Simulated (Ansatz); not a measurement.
A structure relaxed at PBE-D4/def2-SVP in Ansatz, charge 0, singlet:

```xyz
37

C     3.473    4.060   -6.862
C     4.745    4.383   -6.425
S     5.015    3.859   -4.798
C     3.399    3.188   -4.677
C     2.960    2.546   -3.460
C     3.653    2.348   -2.265
C     2.899    1.672   -1.278
C     1.609    1.337   -1.695
C     0.569    0.651   -0.974
C    -0.726    0.322   -1.383
C    -1.474   -0.362   -0.398
C    -0.771   -0.574    0.791
C    -1.196   -1.228    2.001
C    -0.495   -1.422    3.194
C    -1.238   -2.106    4.183
C    -2.524   -2.458    3.769
C    -3.541   -3.168    4.512
C    -3.393   -3.919    5.678
C    -4.616   -4.474    6.146
C    -5.694   -4.154    5.340
S    -5.219   -3.155    4.008
S    -2.797   -1.933    2.120
S     0.847    0.093    0.666
S     1.345    1.878   -3.342
C     2.707    3.383   -5.872
H     3.101    4.305   -7.866
H     5.543    4.901   -6.970
H     4.688    2.689   -2.120
H     3.279    1.428   -0.276
H    -1.113    0.577   -2.379
H    -2.510   -0.700   -0.538
H     0.532   -1.060    3.340
H    -0.861   -2.325    5.191
H    -2.419   -4.078    6.162
H    -4.703   -5.099    7.045
H    -6.744   -4.447    5.454
H     1.673    3.041   -6.021
```

(1) Give its formula, name or SMILES.

(2) Summarise the bond lengths by kind (pairs closer than 1.2 times the sum of covalent radii, bridged metal pairs left out).

## Answers

(1) `c1csc(-c2ccc(-c3ccc(-c4ccc(-c5cccs5)s4)s3)s2)c1`.

(2) 19 × C–C 1.38 to 1.45 Å; 10 × C–S 1.73 to 1.75 Å; 12 × C–H 1.10 Å.

Single mean-field runs in def2-SVP are fitted with def2-universal-jkfit.
